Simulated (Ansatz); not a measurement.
CH3AgF3OP, SMILES `C[O][Ag-][P+](F)(F)F`. Charge 0, multiplicity 1. Ag: def2 effective core potential.

Cartesian coordinates in Å:
```
C 0.181 -1.353 2.198
O -0.720 -0.554 1.506
Ag -0.418 0.317 -0.227
P -0.162 1.344 -2.197
F -1.140 1.011 -3.351
F 1.183 1.123 -2.929
F -0.231 2.891 -2.252
H -0.280 -1.695 3.136
H 1.109 -0.826 2.474
H 0.478 -2.257 1.642
```

**Question.** List the harmonic frequencies (cm⁻¹, unscaled) at PBE0-D4/def2-TZVP in Ansatz. (Estimate.)

**Answer.** Ansatz gave: 15, 54, 68, 107, 151, 186, 204, 217, 362, 363, 490, 530, 922, 933, 938, 1141, 1166, 1188, 1473, 1488, 1490, 2943, 2981, 3010.
